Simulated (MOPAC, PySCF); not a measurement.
C4H6O, SMILES `C=C=CCO`, neutral singlet in the gas phase. 

Cartesian coordinates (Å):
```xyz
11

C      2.2328     0.2603    -0.1019
C      1.0768     0.0150     0.4394
C     -0.0873    -0.2410     0.9631
C     -1.3327    -0.4544     0.1526
O     -2.3412     0.4810     0.4746
H      2.9156    -0.5436    -0.3576
H      2.5532     1.2761    -0.3097
H     -0.1918    -0.2852     2.0451
H     -1.7610    -1.4343     0.3794
H     -1.0851    -0.4342    -0.9153
H     -1.9793     1.3604     0.3341
```
Charge 0, spin multiplicity 1.

All levels are single points at this geometry (PBE0-D3(BJ)/def2-TZVP); Pople sets use spherical d functions. Orbital energies aren't observables, and empty levels follow the basis.

B3LYP/6-31G* in PySCF gives gap (eV) = 7.29.

Question: Estimate the gap (eV) from each of these levels: PBE-D3(BJ)/def2-TZVP in PySCF; ωB97X-D3(BJ)/def2-TZVP in PySCF; BP86/6-31G* in PySCF; PBE/6-31G* in PySCF; HF/3-21G in PySCF; HF/6-31G* in PySCF; AM1 in MOPAC; PM3 in MOPAC.

Answer: 
| level | gap (eV) |
|---|---|
| PBE-D3(BJ)/def2-TZVP in PySCF | 5.27 |
| ωB97X-D3(BJ)/def2-TZVP in PySCF | 12.19 |
| BP86/6-31G* in PySCF | 5.29 |
| PBE/6-31G* in PySCF | 5.26 |
| HF/3-21G in PySCF | 14.71 |
| HF/6-31G* in PySCF | 14.67 |
| AM1 in MOPAC | 11.05 |
| PM3 in MOPAC | 10.96 |
